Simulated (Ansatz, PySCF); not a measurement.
Gas-phase reaction (SMILES): C[SiH](C)OB(O)O + 2 B (BH3) + O (H2O) + 2 [SiH4] (SiH4) -> 3 BO (H3BO) + 2 C[SiH3] [methylsilane] + O[SiH3] [hydroxysilane]; bond separation energy.

Structures are relaxed separately at B3LYP-D3(BJ)/def2-TZVP in Ansatz (a quantum-chemistry and plane-wave program), one conformer each, not searched for the lowest. Correlated levels leave the core frozen unless marked. No spin-orbit coupling. Non-relativistic. CBS marks a two-point X^-3 extrapolation of the correlation energy; Hartree-Fock from the larger set. [CCSD(T)-MP2]/basis is that difference in the basis named. Thermal terms are rigid-rotor harmonic-oscillator values from B3LYP-D3(BJ) frequencies (Ansatz or PySCF) at 298.15 K and 1 atm. 1 Eh = 627.5095 kcal/mol.

| species | E, RI-MP2/CBS(cc-pV(T+d)Z,cc-pV(Q+d)Z)+[CCSD(T)-MP2]/cc-pV(T+d)Z (Ansatz) (Eh) | E, B3LYP-D3(BJ)/def2-TZVPD (Ansatz + dftd3) (Eh) | H - E (Eh) |
|---|---|---|---|
| C[SiH](C)OB(O)O | -621.15341 | -622.08602 | 0.13279 |
| B (BH3) | -26.55181 | -26.62529 | 0.03008 |
| BO (H3BO) | -101.80218 | -101.96285 | 0.03929 |
| C[SiH3] | -330.73641 | -331.26788 | 0.06602 |
| O (H2O) | -76.37659 | -76.46738 | 0.02495 |
| O[SiH3] | -366.68646 | -367.23056 | 0.04319 |
| [SiH4] (SiH4) | -291.46100 | -291.91976 | 0.03520 |

**Question.** Work out ΔE and ΔH at 298.15 K at the first level, then ΔH at the second.

**Answer.** 
1. ΔE = [3×(-101.80218) + 2×(-330.73641) + (-366.68646)] - [(-621.15341) + 2×(-26.55181) + (-76.37659) + 2×(-291.46100)] = -0.01020 Eh = -6.4 kcal/mol at RI-MP2/CBS(cc-pV(T+d)Z,cc-pV(Q+d)Z)+[CCSD(T)-MP2]/cc-pV(T+d)Z.
2. The terms H - E add up to 0.00480 Eh, so ΔH = (-0.01020 + (0.00480))×627.5095 = -3.4 kcal/mol.
3. At B3LYP-D3(BJ)/def2-TZVPD the same steps give ΔE = -7.1 and ΔH = -4.1 kcal/mol, a shift of -0.7 from the first level.
4. These values are not checked against measurement here, since the tables used lack a sound gas-phase enthalpy of formation for at least one species.
